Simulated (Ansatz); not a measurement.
Geometry optimisation, RKS BLYP-D4/def2-SVP in Ansatz 0.2.0.

The input (input.yaml):

```yaml
crystal:
  periodic: [false, false, false]
  atoms:
    - { symbol: Ga, position_ang: [-0.006124, -0.420732, -0.022948] }
    - { symbol: O, position_ang: [-0.171403, -0.366591, 1.778636] }
    - { symbol: H, position_ang: [-1.095872, -0.450841, 2.082093] }
    - { symbol: H, position_ang: [1.492985, -0.51296, -0.477859] }
    - { symbol: H, position_ang: [-1.334647, -0.521804, -0.872185] }
    - { symbol: "N", position_ang: [0.135333, 2.537699, 0.939997] }
    - { symbol: H, position_ang: [1.029295, 3.030497, 1.074483] }
    - { symbol: H, position_ang: [-0.611847, 3.230311, 1.084194] }
    - { symbol: H, position_ang: [0.061281, 1.833022, 1.708989] }
basis:
  gaussian: { orbitals: def2-SVP }
hamiltonian:
  xc: blyp
  dispersion: d4
relax:
  f_tol: 0.03
  max_steps: 50
```

Command:

```bash
$ ansatz run input.yaml --threads 2 --pin off --max-ram 3072MiB --backend cpu --events-out ev --progress --plain --runs-dir out
```

Problem. Where does it end, and by what steps?

Solution. The forces met the threshold. After 9 steps the energy has fallen by 0.547 eV; H8 moved furthest, 0.67 Å. Joined: Ga1–N6 (3.11 → 2.18 Å).

| step | energy less start (eV) | largest force component (eV/Å) | accepted |
| --- | --- | --- | --- |
| 0 | 0.0000 | 0.728 | yes |
| 1 | -0.1655 | 0.500 | yes |
| 2 | -0.3477 | 0.463 | yes |
| 3 | -0.4776 | 0.822 | yes |
| 4 | -0.5171 | 0.922 | yes |
| 5 | -0.5311 | 0.368 | yes |
| 6 | -0.5377 | 0.204 | yes |
| 7 | -0.5450 | 0.152 | yes |
| 8 | -0.5468 | 0.042 | yes |
| 9 | -0.5475 | 0.029 | yes |

```xyz
9
Properties=species:S:1:pos:R:3
Ga -0.005 0.104 0.185
O -0.232 -0.371 1.973
H -1.036 -0.901 2.127
H 1.468 -0.148 -0.348
H -1.319 0.100 -0.713
N 0.148 2.168 0.872
H 1.064 2.627 0.773
H -0.580 2.823 0.555
H -0.011 1.957 1.872
```

The run took 16 s on 2 threads of Arm Neoverse V1, on a shared host, peak memory 0.13 GiB.
